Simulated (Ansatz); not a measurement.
Job for Ansatz (an electronic-structure program): U-CCSD(T)/def2-TZVPP on SiP+, 2S+1 = 3, a spin state set in the input, which need not be the lowest, a point of a bond scan (R = 2.225 Å). Charge +1.

Ansatz 0.2 input:
```yaml
crystal:
  periodic: [false, false, false]
  atoms:
    - {symbol: Si, position_ang: [0.00000000, 0.00000000, 0.00000000]}
    - {symbol: P, position_ang: [0.00000000, 0.00000000, 2.22522100]}
basis:
  gaussian:
    orbitals: def2-TZVPP
    pivot_positions_ang: [[0.00000000, 0.00000000, 0.00000000], [0.00000000, 0.00000000, 2.22522100]]
total_charge: 1
magnetization: {spin_polarized: true, initial_magnetization: 2}
correlation: {method: ccsd_t, electrons: valence}
output: {orbitals: {seedname: ./end}}
```

The log:

```
WARN ansatz: RAYON_NUM_THREADS=1 ignored (pool sized by the plan → 1); use --threads N
Functional definition: HF
integrals: 0.10 GiB planned
559 factors; integrals over basis functions are off by at most 3.1e-4 eV
mean field: 0.17 GiB planned
mean field evaluation 1: about -17122.2590 eV, gradient 1.4e1 eV
mean field evaluation 2: about -17122.2593 eV, gradient 1.4e1 eV
mean field evaluation 4: about -17124.0159 eV, gradient 2.1e0 eV
mean field evaluation 8: about -17124.1380 eV, gradient 6.4e-1 eV
mean field evaluation 16: about -17124.4867 eV, gradient 1.5e-6 eV
mean field evaluation 32: about -17125.1803 eV, gradient 8.0e-5 eV
mean field evaluation 64: about -17124.1755 eV, gradient 8.5e-1 eV
mean field evaluation 96: about -17125.1646 eV, gradient 1.1e0 eV
mean field evaluation 128: about -17124.4867 eV, gradient 2.9e-2 eV
mean field evaluation 160: about -17125.1685 eV, gradient 2.4e-1 eV
mean field evaluation 192: about -17124.4654 eV, gradient 1.8e0 eV
mean field evaluation 224: about -17124.4867 eV, gradient 2.2e-6 eV
mean field evaluation 256: about -17123.2756 eV, gradient 1.1e-2 eV
mean field evaluation 288: about -17124.4868 eV, gradient 4.6e-2 eV
mean field evaluation 320: about -17122.8756 eV, gradient 9.3e0 eV
mean field evaluation 352: about -17123.1559 eV, gradient 7.0e-2 eV
mean field evaluation 384: about -17123.1581 eV, gradient 1.2e-3 eV
mean field evaluation 416: about -17121.4857 eV, gradient 3.5e-3 eV
mean field evaluation 448: about -17122.0420 eV, gradient 7.4e-2 eV
mean field evaluation 480: about -17122.0430 eV, gradient 8.8e-3 eV
mean field evaluation 512: about -17124.0779 eV, gradient 4.2e-3 eV
mean field evaluation 544: about -17123.1513 eV, gradient 5.0e-1 eV
mean field evaluation 576: about -17122.0431 eV, gradient 1.2e-3 eV
mean field evaluation 608: about -17123.6444 eV, gradient 3.7e0 eV
mean field evaluation 640: about -17121.2932 eV, gradient 3.0e0 eV
mean field evaluation 672: about -17121.4602 eV, gradient 5.3e0 eV
mean field evaluation 704: about -17120.9426 eV, gradient 4.1e-1 eV
mean field evaluation 736: about -17120.0698 eV, gradient 6.0e0 eV
mean field evaluation 768: about -17125.1770 eV, gradient 2.8e-1 eV
mean field evaluation 800: about -17124.4867 eV, gradient 6.7e-3 eV
mean field evaluation 832: about -17123.2756 eV, gradient 6.1e-4 eV
mean field evaluation 864: about -17122.0709 eV, gradient 8.1e0 eV
mean field evaluation 896: about -17123.1581 eV, gradient 1.0e-3 eV
mean field evaluation 928: about -17123.6249 eV, gradient 5.1e0 eV
mean field evaluation 960: about -17122.3182 eV, gradient 4.9e0 eV
mean field evaluation 992: about -17122.0431 eV, gradient 8.6e-4 eV
mean field evaluation 1024: about -17121.4857 eV, gradient 9.5e-4 eV
mean field evaluation 1056: about -17123.6163 eV, gradient 5.1e0 eV
mean field evaluation 1088: about -17125.1800 eV, gradient 1.7e-3 eV
mean field evaluation 1120: about -17123.0369 eV, gradient 4.4e0 eV
mean field evaluation 1152: about -17123.1581 eV, gradient 4.3e-2 eV
mean field evaluation 1184: about -17120.9995 eV, gradient 1.9e-3 eV
mean field evaluation 1216: about -17122.3011 eV, gradient 4.2e0 eV
mean field evaluation 1248: about -17120.8008 eV, gradient 1.2e1 eV
mean field evaluation 1280: about -17120.9903 eV, gradient 3.9e-3 eV
mean field evaluation 1312: about -17124.4867 eV, gradient 1.1e-3 eV
mean field evaluation 1344: about -17121.6293 eV, gradient 1.1e1 eV
mean field evaluation 1376: about -17121.4857 eV, gradient 1.2e-3 eV
mean field evaluation 1408: about -17117.4354 eV, gradient 5.2e0 eV
mean field evaluation 1440: about -17121.6228 eV, gradient 1.3e1 eV
mean field evaluation 1472: about -17124.1926 eV, gradient 7.2e-4 eV
mean field evaluation 1504: about -17123.9059 eV, gradient 1.7e0 eV
mean field evaluation 1536: about -17122.1472 eV, gradient 7.1e0 eV
mean field evaluation 1568: about -17125.1063 eV, gradient 6.4e-1 eV
mean field evaluation 1600: about -17124.0197 eV, gradient 1.5e0 eV
mean field evaluation 1632: about -17120.2745 eV, gradient 5.6e0 eV
mean field evaluation 1664: about -17124.8449 eV, gradient 2.2e0 eV
mean field evaluation 1696: about -17121.9068 eV, gradient 8.2e0 eV
mean field evaluation 1728: about -17123.1575 eV, gradient 1.9e-2 eV
mean field -17125.18030487 eV, -629.3387683398 hartree, gradient 2.6e-6 eV, S^2 2.041605; 24 other end points of the search recorded, 0 dependent functions left out
determinant -17125.18030487 eV, -629.3387683398 hartree, with singles and doubles -17130.56738413 eV, -629.5367398512 hartree
determinant -17124.48673428 eV, -629.3132800908 hartree, with singles and doubles -17129.87973611 eV, -629.5114692524 hartree
determinant -17124.19264302 eV, -629.3024724362 hartree, with singles and doubles -17129.83354065 eV, -629.5097716007 hartree
determinant -17124.18893817 eV, -629.3023362855 hartree, with singles and doubles -17129.87960183 eV, -629.5114643179 hartree
determinant -17124.07788620 eV, -629.2982552010 hartree, with singles and doubles -17129.94750199 eV, -629.5139596026 hartree
determinant -17123.27559511 eV, -629.2687715474 hartree, with singles and doubles -17127.96139732 eV, -629.4409716023 hartree
determinant -17123.15813026 eV, -629.2644547934 hartree, with singles and doubles -17127.82596211 eV, -629.4359944500 hartree
determinant -17122.04462649 eV, -629.2235342849 hartree, with singles and doubles -17127.19146207 eV, -629.4126770036 hartree
determinant -17122.04305325 eV, -629.2234764694 hartree, with singles and doubles -17127.19823997 eV, -629.4129260869 hartree
determinant -17125.18001397 eV, -629.3387576494 hartree, with singles and doubles -17130.56330803 eV, -629.5365900573 hartree
determinant -17125.18030487 eV, -629.3387683398 hartree, with singles and doubles -17130.50644723 eV, -629.5345004615 hartree
determinant -17125.18001397 eV, -629.3387576494 hartree, with singles and doubles -17130.50695137 eV, -629.5345189880 hartree
10 core orbitals not correlated
reference -17125.18001397 eV, -629.3387576494 hartree; 5, 3 occupied and 69, 71 virtual orbitals, 559 factors
second order -4.36588518 eV of doubles, -0.00000000 eV of singles
coupled cluster: 0.26 GiB planned
cycle   1  -5.32693700 eV  change    3.9e-7 eV  update   1.7e-6
perturbative correction -0.27273635 eV, -0.0100228759 hartree
Total energy: -17130.77968732 eV, -629.5445418494 hartree
```

Self-consistency was reached.

Cost: very roughly 40 core-seconds.
